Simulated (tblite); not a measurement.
Species: C7H10N (doublet state).
Atom-mapped SMILES: `[CH2:1][C:2](=[CH2:3])[C:4]1=[N:5][CH2:6][CH2:7][CH2:8]1` (hydrogens: H9, H10 on C1; H11, H12 on C3; H13, H14 on C6; H15, H16 on C7; H17, H18 on C8)

Geometry (GFN2-xTB, Å), atoms numbered from 1 in this order:
```xyz
18
C7H10N angstrom
C      2.2737    1.0377   -0.0876
C      1.5911   -0.1586   -0.1700
C      2.2344   -1.3588   -0.4074
C      0.1304   -0.1845   -0.0044
N     -0.5271   -1.2675    0.0034
C     -1.9297   -1.0196    0.1857
C     -2.1305    0.5171    0.2007
C     -0.6994    1.0695    0.1760
H      1.7820    1.9727    0.1022
H      3.3420    1.0602   -0.2079
H      3.3011   -1.3982   -0.5365
H      1.6684   -2.2685   -0.4630
H     -2.2388   -1.4906    1.1238
H     -2.4778   -1.5100   -0.6226
H     -2.6780    0.8343    1.0860
H     -2.6884    0.8377   -0.6781
H     -0.4290    1.5633    1.1113
H     -0.5332    1.7700   -0.6429
```

Computed geometry: GFN2-xTB, gas phase. This method treats the open shell by occupation alone, without spin polarisation.

Take the most abundant isotopes and a rigid rotor. The values belong to one conformer with, in the numbering `[CH2:1][C:2](=[CH2:3])[C:4]1=[N:5][CH2:6][CH2:7][CH2:8]1`, H–C1–C2–C3 180° and 0°, C1–C2–C4–N5 -176°.

Problem. What are A, B and C (cm⁻¹)?

Solution. Ia = 114.40, Ib = 323.58, Ic = 427.96 u·Å²; 505379 MHz·u·Å²/I gives 4418, 1562 and 1181 MHz, that is A = 0.14736, B = 0.05210, C = 0.03939 cm⁻¹.

Problem. Classify the top.

Solution. An asymmetric top: κ = (2 × 1562 − 4418 − 1181)/(4418 − 1181) = -0.76.

Problem. Is it planar, by Δ = Ic − Ia − Ib?

Solution. Not planar: Δ = Ic − Ia − Ib = -10.01 u·Å². For a rigid frame Δ = −2 Σ m c², so Σ m c² = 5.01 u·Å² lies off the ab plane: 4.78 from hydrogen and 0.23 from heavier atoms. The atom farthest from that plane is 1.04 Å away.

Problem. List the rotational levels J(Ka,Kc) to J = 5 (K).

Solution. Above 0(0,0), as E/k:
J = 1: 1(0,1) 0.132, 1(1,1) 0.269, 1(1,0) 0.287
J = 2: 2(0,2) 0.393, 2(1,2) 0.514, 2(1,1) 0.569, 2(2,1) 0.980, 2(2,0) 0.981
J = 3: 3(0,3) 0.781, 3(1,3) 0.880, 3(1,2) 0.990, 3(2,2) 1.375, 3(2,1) 1.383, 3(3,1) 2.107, 3(3,0) 2.107
J = 4: 4(0,4) 1.292, 4(1,4) 1.367, 4(1,3) 1.549, 4(2,3) 1.900, 4(2,2) 1.924, 4(3,2) 2.636, 4(3,1) 2.637, 4(4,1) 3.657, 4(4,0) 3.657
J = 5: 5(0,5) 1.919, 5(1,5) 1.973, 5(1,4) 2.244, 5(2,4) 2.554, 5(2,3) 2.609, 5(3,3) 3.299, 5(3,2) 3.302, 5(4,2) 4.319, 5(4,1) 4.319, 5(5,1) 5.631, 5(5,0) 5.631
Those of J = 1 are B + C, A + C and A + B.

For this open shell read J as N, the rotation without spin; fine and hyperfine splittings come on top. Its GFN2-xTB frequencies are all real (lowest 24 cm⁻¹). These are rigid-rotor constants of the computed structure; measured ground-state constants (B0) also hold zero-point vibration.
